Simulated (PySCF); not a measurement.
# Radial density of Tl²⁺ (thallium, charge +2)

UHF, [Xe] 4f14 5d10 6p1, 2P determinant (an excited configuration). All numbers are calculated (PySCF 2.14, the spin-free X2C one-electron Hamiltonian (Gaussian nucleus), in x2c-TZVPPall with one added diffuse shell each of s, p, d, f type (12s8p7d4f, 99 functions)).

| r (bohr) | 4πr²ρ (e/bohr) | 4πr²(ρα − ρβ) |
| --- | --- | --- |
| 0.0130 | 112.4 | 0.0020 |
| 0.0218 | 99.46 | 0.0057 |
| 0.0366 | 135.3 | 0.0079 |
| 0.0616 | 143.6 | -0.0026 |
| 0.104 | 124.0 | 0.0032 |
| 0.174 | 124.6 | 0.0044 |
| 0.293 | 84.91 | 0.0170 |
| 0.493 | 65.82 | -0.0008 |
| 0.830 | 24.88 | 0.0449 |
| 1.40 | 11.27 | 0.0021 |
| 2.35 | 1.587 | 0.4351 |
| 3.95 | 0.2192 | 0.2061 |
| 6.64 | 0.006015 | 0.0060 |
| 11.2 | 1.077e-05 | 0.0000 |

Densities and radii are taken from the X2C orbitals without a picture-change correction, which distorts them close to the nucleus.

Spin-orbit coupling, absent here, splits the open shell strongly.

Problem. Where is the radial spin density 4πr²(ρα − ρβ) most negative, and why is it negative at all?

Solution. Around r = 0.0616 bohr, down to -0.0026 e/bohr: exchange with the open shell polarises the paired shells in an unrestricted calculation.
